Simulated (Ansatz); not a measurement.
Geometry optimisation of B₅N₄H₁₆, a cluster cut from zinc blende BN (hydrogen-capped).

```yaml
crystal:
  periodic: [false, false, false]
  atoms:
    - {symbol: N, position_ang: [-0.893843, -0.896248, 0.650647]}
    - {symbol: N, position_ang: [1.116013, -1.109333, -0.928833]}
    - {symbol: N, position_ang: [-1.113703, 1.107499, -0.931979]}
    - {symbol: N, position_ang: [0.892498, 0.897262, 0.651123]}
    - {symbol: B, position_ang: [-1.928865, -0.030262, -0.150888]}
    - {symbol: B, position_ang: [-0.024520, -1.926793, -0.153365]}
    - {symbol: B, position_ang: [-0.000377, -0.000069, 1.616307]}
    - {symbol: B, position_ang: [1.928642, 0.032032, -0.149626]}
    - {symbol: B, position_ang: [0.022848, 1.927077, -0.153565]}
    - {symbol: H, position_ang: [-1.463173, -1.469207, 1.275503]}
    - {symbol: H, position_ang: [0.738300, -0.730210, -1.798975]}
    - {symbol: H, position_ang: [1.804311, -1.795102, -1.240552]}
    - {symbol: H, position_ang: [-1.800436, 1.791937, -1.250003]}
    - {symbol: H, position_ang: [-0.731607, 0.724488, -1.798557]}
    - {symbol: H, position_ang: [1.461034, 1.470631, 1.276327]}
    - {symbol: H, position_ang: [-2.538359, -0.702379, -0.994233]}
    - {symbol: H, position_ang: [-2.702047, 0.544330, 0.616385]}
    - {symbol: H, position_ang: [-0.693905, -2.532794, -1.001357]}
    - {symbol: H, position_ang: [0.547821, -2.703334, 0.612314]}
    - {symbol: H, position_ang: [0.723499, -0.721218, 2.307839]}
    - {symbol: H, position_ang: [-0.723597, 0.720118, 2.309479]}
    - {symbol: H, position_ang: [2.703882, -0.539116, 0.618198]}
    - {symbol: H, position_ang: [2.535922, 0.703789, -0.994833]}
    - {symbol: H, position_ang: [-0.553319, 2.701148, 0.611686]}
    - {symbol: H, position_ang: [0.693001, 2.535762, -0.999040]}
basis:
  gaussian: {orbitals: def2-SVP}
magnetization: {spin_polarized: true, initial_magnetization: 1}
hamiltonian: {xc: r2scan, dispersion: d4}
scf: {lower_state_search: "off"}
output: {orbitals: {seedname: orbitals}}
relax: {f_tol: 0.03, max_steps: 70}
```

```sh
$ ansatz run in.yaml --threads 2 --pin off --events-out ev --progress --plain --max-ram 32768MiB --backend cuda --devices 0, --max-vram 18GiB
```

Output, abridged:

```
Functional definition: r2SCAN
mean field -9593.22597380 eV, -352.5445520149 hartree, gradient 8.0e-6 eV, S^2 0.752713; 0 other end points of the search recorded, 0 dependent functions left out
relax step   1: F+E_penalty+E_count = -9593.43666225 eV  Δ(F+E_penalty+E_count) = +0.000e0 eV  max|allowed force component| = 2.655e0 eV/Å  Δτ_max = 0.0000 Å  (27 SCF iters, accepted)
mean field -9593.40367548 eV, -352.5510824315 hartree, gradient 1.7e-6 eV, S^2 0.753102; 0 other end points of the search recorded, 0 dependent functions left out
relax step   2: F+E_penalty+E_count = -9593.61404216 eV  Δ(F+E_penalty+E_count) = -1.774e-1 eV  max|allowed force component| = 1.468e0 eV/Å  Δτ_max = 0.0764 Å  (26 SCF iters, accepted)
mean field -9593.51797573 eV, -352.5552828882 hartree, gradient 2.2e-6 eV, S^2 0.754086; 0 other end points of the search recorded, 0 dependent functions left out
relax step   3: F+E_penalty+E_count = -9593.72906667 eV  Δ(F+E_penalty+E_count) = -1.150e-1 eV  max|allowed force component| = 6.298e-1 eV/Å  Δτ_max = 0.0667 Å  (26 SCF iters, accepted)
mean field -9593.61483879 eV, -352.5588425398 hartree, gradient 2.3e-6 eV, S^2 0.754897; 0 other end points of the search recorded, 0 dependent functions left out
relax step   4: F+E_penalty+E_count = -9593.82601114 eV  Δ(F+E_penalty+E_count) = -9.694e-2 eV  max|allowed force component| = 1.084e0 eV/Å  Δτ_max = 0.1330 Å  (25 SCF iters, accepted)
mean field -9593.66551864 eV, -352.5607049899 hartree, gradient 2.6e-6 eV, S^2 0.754211; 0 other end points of the search recorded, 0 dependent functions left out
relax step   5: F+E_penalty+E_count = -9593.87644306 eV  Δ(F+E_penalty+E_count) = -5.043e-2 eV  max|allowed force component| = 1.246e0 eV/Å  Δτ_max = 0.1208 Å  (23 SCF iters, accepted)
mean field -9593.69537983 eV, -352.5618023685 hartree, gradient 1.7e-6 eV, S^2 0.754215; 0 other end points of the search recorded, 0 dependent functions left out
relax step   6: F+E_penalty+E_count = -9593.90606479 eV  Δ(F+E_penalty+E_count) = -2.962e-2 eV  max|allowed force component| = 1.085e-1 eV/Å  Δτ_max = 0.0392 Å  (21 SCF iters, accepted)
mean field -9593.69885202 eV, -352.5619299690 hartree, gradient 2.9e-6 eV, S^2 0.754042; 0 other end points of the search recorded, 0 dependent functions left out
relax step   7: F+E_penalty+E_count = -9593.90960381 eV  Δ(F+E_penalty+E_count) = -3.539e-3 eV  max|allowed force component| = 2.385e-2 eV/Å  Δτ_max = 0.0141 Å  (21 SCF iters, accepted)
mean field -9593.69904688 eV, -352.5619371301 hartree, gradient 1.3e-6 eV, S^2 0.754053; 0 other end points of the search recorded, 0 dependent functions left out
relax step   8: F+E_penalty+E_count = -9593.90981331 eV  Δ(F+E_penalty+E_count) = -2.095e-4 eV  max|allowed force component| = 6.847e-3 eV/Å  Δτ_max = 0.0045 Å  (15 SCF iters, accepted)
mean field -9593.69912568 eV, -352.5619400258 hartree, gradient 1.2e-6 eV, S^2 0.754058; 0 other end points of the search recorded, 0 dependent functions left out
relax step   9: F+E_penalty+E_count = -9593.90988947 eV  Δ(F+E_penalty+E_count) = -7.616e-5 eV  max|allowed force component| = 4.423e-3 eV/Å  Δτ_max = 0.0033 Å  (15 SCF iters, accepted)
mean field -9593.69930689 eV, -352.5619466854 hartree, gradient 9.2e-6 eV, S^2 0.754064; 0 other end points of the search recorded, 0 dependent functions left out
relax step  10: F+E_penalty+E_count = -9593.91007673 eV  Δ(F+E_penalty+E_count) = -1.873e-4 eV  max|allowed force component| = 9.450e-3 eV/Å  Δτ_max = 0.0120 Å  (15 SCF iters, accepted)
mean field -9593.69896848 eV, -352.5619342489 hartree, gradient 1.2e-6 eV, S^2 0.754139; 0 other end points of the search recorded, 0 dependent functions left out
relax step  11: F+E_penalty+E_count = -9593.90976990 eV  Δ(F+E_penalty+E_count) = +3.068e-4 eV  max|allowed force component| = 1.947e-1 eV/Å  Δτ_max = 0.1919 Å  (23 SCF iters, rejected (line search))
mean field -9593.70183014 eV, -352.5620394130 hartree, gradient 2.3e-6 eV, S^2 0.754105; 0 other end points of the search recorded, 0 dependent functions left out
relax step  12: F+E_penalty+E_count = -9593.91264110 eV  Δ(F+E_penalty+E_count) = -2.564e-3 eV  max|allowed force component| = 7.598e-2 eV/Å  Δτ_max = 0.0933 Å  (22 SCF iters, accepted)
mean field -9593.70626680 eV, -352.5622024574 hartree, gradient 2.5e-6 eV, S^2 0.754141; 0 other end points of the search recorded, 0 dependent functions left out
relax step  13: F+E_penalty+E_count = -9593.91711153 eV  Δ(F+E_penalty+E_count) = -4.470e-3 eV  max|allowed force component| = 1.549e-1 eV/Å  Δτ_max = 0.0974 Å  (22 SCF iters, accepted)
mean field -9593.71078868 eV, -352.5623686333 hartree, gradient 1.2e-6 eV, S^2 0.754209; 0 other end points of the search recorded, 0 dependent functions left out
relax step  14: F+E_penalty+E_count = -9593.92170572 eV  Δ(F+E_penalty+E_count) = -4.594e-3 eV  max|allowed force component| = 2.637e-1 eV/Å  Δτ_max = 0.1455 Å  (23 SCF iters, accepted)
mean field -9593.72710218 eV, -352.5629681431 hartree, gradient 1.6e-6 eV, S^2 0.754281; 0 other end points of the search recorded, 0 dependent functions left out
relax step  15: F+E_penalty+E_count = -9593.93813320 eV  Δ(F+E_penalty+E_count) = -1.643e-2 eV  max|allowed force component| = 2.255e-1 eV/Å  Δτ_max = 0.0232 Å  (22 SCF iters, accepted)
mean field -9593.75573695 eV, -352.5640204519 hartree, gradient 1.8e-6 eV, S^2 0.754371; 0 other end points of the search recorded, 0 dependent functions left out
relax step  16: F+E_penalty+E_count = -9593.96809927 eV  Δ(F+E_penalty+E_count) = -2.997e-2 eV  max|allowed force component| = 1.930e-1 eV/Å  Δτ_max = 0.1532 Å  (23 SCF iters, accepted)
mean field -9593.79155280 eV, -352.5653366599 hartree, gradient 2.2e-6 eV, S^2 0.754516; 0 other end points of the search recorded, 0 dependent functions left out
relax step  17: F+E_penalty+E_count = -9594.00376335 eV  Δ(F+E_penalty+E_count) = -3.566e-2 eV  max|allowed force component| = 2.312e-1 eV/Å  Δτ_max = 0.1924 Å  (23 SCF iters, accepted)
mean field -9593.80401899 eV, -352.5657947841 hartree, gradient 2.8e-6 eV, S^2 0.754573; 0 other end points of the search recorded, 0 dependent functions left out
relax step  18: F+E_penalty+E_count = -9594.01638294 eV  Δ(F+E_penalty+E_count) = -1.262e-2 eV  max|allowed force component| = 1.390e-1 eV/Å  Δτ_max = 0.0739 Å  (21 SCF iters, accepted)
mean field -9593.77484680 eV, -352.5647227259 hartree, gradient 1.2e-6 eV, S^2 0.754465; 0 other end points of the search recorded, 0 dependent functions left out
relax step  19: F+E_penalty+E_count = -9593.98707180 eV  Δ(F+E_penalty+E_count) = +2.931e-2 eV  max|allowed force component| = 4.056e-1 eV/Å  Δτ_max = 0.0970 Å  (24 SCF iters, rejected (line search))
mean field -9593.80929715 eV, -352.5659887527 hartree, gradient 2.9e-6 eV, S^2 0.754553; 0 other end points of the search recorded, 0 dependent functions left out
relax step  20: F+E_penalty+E_count = -9594.02171060 eV  Δ(F+E_penalty+E_count) = -5.328e-3 eV  max|allowed force component| = 7.316e-2 eV/Å  Δτ_max = 0.0382 Å  (21 SCF iters, accepted)
mean field -9593.80973072 eV, -352.5660046861 hartree, gradient 2.1e-6 eV, S^2 0.754548; 0 other end points of the search recorded, 0 dependent functions left out
relax step  21: F+E_penalty+E_count = -9594.02206029 eV  Δ(F+E_penalty+E_count) = -3.497e-4 eV  max|allowed force component| = 1.575e-2 eV/Å  Δτ_max = 0.0066 Å  (16 SCF iters, accepted)
Total energy: -9594.02207577 eV, -352.5738082226 hartree
Atom 0 at    -0.800176    -0.952316     0.629968 Å, force    -0.003264     0.015754     0.001191 eV/Å
Atom 1 at     1.276895    -0.923424    -0.955689 Å, force     0.004326     0.003555     0.010290 eV/Å
Atom 2 at    -1.275736     0.922758    -0.957732 Å, force    -0.004023    -0.003149     0.010283 eV/Å
Atom 3 at     0.799432     0.952618     0.630356 Å, force     0.003007    -0.015121     0.001072 eV/Å
Atom 4 at    -1.951005     0.028396     0.139996 Å, force     0.005802     0.006307    -0.002425 eV/Å
Atom 5 at    -0.003650    -1.771754    -0.489218 Å, force     0.000095     0.009461     0.001109 eV/Å
Atom 6 at    -0.001008     0.000532     1.486442 Å, force     0.000971    -0.001008    -0.010038 eV/Å
Atom 7 at     1.950960    -0.028233     0.142175 Å, force    -0.006300    -0.006447    -0.002346 eV/Å
Atom 8 at     0.004268     1.771418    -0.490262 Å, force    -0.000317    -0.009475     0.001142 eV/Å
Atom 9 at    -1.240015    -1.656298     1.222971 Å, force     0.001401    -0.003825    -0.005045 eV/Å
Atom 10 at     1.077732    -0.324232    -1.762447 Å, force    -0.002679     0.003539     0.001645 eV/Å
Atom 11 at     1.964224    -1.599243    -1.292735 Å, force     0.003658    -0.000621     0.003758 eV/Å
Atom 12 at    -1.962628     1.598378    -1.296059 Å, force    -0.003786     0.000573     0.003688 eV/Å
Atom 13 at    -1.075606     0.322988    -1.763822 Å, force     0.002649    -0.003587     0.001590 eV/Å
Atom 14 at     1.238517     1.656990     1.223461 Å, force    -0.001238     0.003694    -0.005106 eV/Å
Atom 15 at    -2.898793    -0.622336    -0.288253 Å, force     0.000034    -0.002363    -0.005466 eV/Å
Atom 16 at    -2.334177     0.759332     1.061102 Å, force     0.006015     0.001334    -0.002164 eV/Å
Atom 17 at    -0.727607    -1.965567    -1.458657 Å, force    -0.004549    -0.000535    -0.004593 eV/Å
Atom 18 at     0.408609    -2.805681     0.011957 Å, force     0.005776    -0.002039     0.003956 eV/Å
Atom 19 at     0.612169    -0.586736     2.439131 Å, force    -0.000463    -0.001119     0.002647 eV/Å
Atom 20 at    -0.615302     0.588188     2.438053 Å, force     0.000161     0.001584     0.002879 eV/Å
Atom 21 at     2.333284    -0.758472     1.064134 Å, force    -0.005928    -0.001430    -0.002073 eV/Å
Atom 22 at     2.898953     0.622398    -0.285763 Å, force    -0.000063     0.002327    -0.005256 eV/Å
Atom 23 at    -0.408679     2.805592     0.009838 Å, force    -0.005779     0.002133     0.003894 eV/Å
Atom 24 at     0.729357     1.964712    -1.458946 Å, force     0.004495     0.000457    -0.004632 eV/Å
Dipole moment:    -0.000319    -0.000083    -0.159069 e Å
Checks for a lower state left out: stability, starts, cluster_reference, orbital_swaps, neighbouring_geometries, increment
```

Run time 2 min (2 threads of AMD EPYC 7R13 on a shared host and a share (18 GiB) of an NVIDIA H100 80GB HBM3), peak host memory 0.91 GiB.
